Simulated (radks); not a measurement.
Values are calculated unless marked as measured or tabulated.
N-, 8 electrons, occupied as [He] 2s2 2p4.

Code: a radial shooting solver on a logarithmic mesh with Libxc functionals. Model: non-relativistic Kohn-Sham, r2SCAN, spin-polarised, spherical densities, point nucleus; open shells are filled with parallel spins first; meta-GGA in the generalised Kohn-Sham scheme; Watson sphere of charge +1.41 and radius 3.51 bohr.

Energy parts (eV; the electron-nucleus part includes the sphere):
total: -1571.311
kinetic: 1482.000
electron-nucleus: -3657.900
Hartree: 793.558
exchange-correlation: -188.968

Orbitals (lengths in bohr, moments of r in powers of bohr; <r^-3> diverges for s and p1/2):
| orbital | occ. | eigenvalue (eV) | <r^2> | <r> | <r^-3> | <1/r> |
|---|---|---|---|---|---|---|
| 1s up | 1 | -387.7578 | 0.07147 | 0.2298 | - | 6.633 |
| 1s down | 1 | -386.5815 | 0.07084 | 0.2290 | - | 6.649 |
| 2s up | 1 | -20.6555 | 2.276 | 1.362 | - | 1.075 |
| 2s down | 1 | -17.1798 | 2.552 | 1.434 | - | 1.021 |
| 2p up | 3 | -8.6553 | 3.567 | 1.630 | 2.693 | 0.8730 |
| 2p down | 1 | -5.6468 | 5.522 | 1.998 | 2.038 | 0.7514 |

The highest occupied level is 2p down at -5.647 eV. The spin density at the nucleus is 0.1435 e/bohr^3 (1s -0.4080, 2s 0.5514), a Fermi contact field of 7.52 T. Spin moment in Bohr magnetons: 2. The density falls to 0.001 e/bohr^3 at r = 3.97 bohr. The electron density at the nucleus is 205.9 e/bohr^3. Summed over all electrons, <r^2> = 21.19 bohr^2, which gives a Langevin (diamagnetic) susceptibility term of -16.8 x 10^-6 cm^3/mol.

Run on one thread of a shared host, so times are rough (Arm Neoverse N1): 0.12 s of CPU time, 0.12 s wall, 12 iterations on 2476 mesh points.
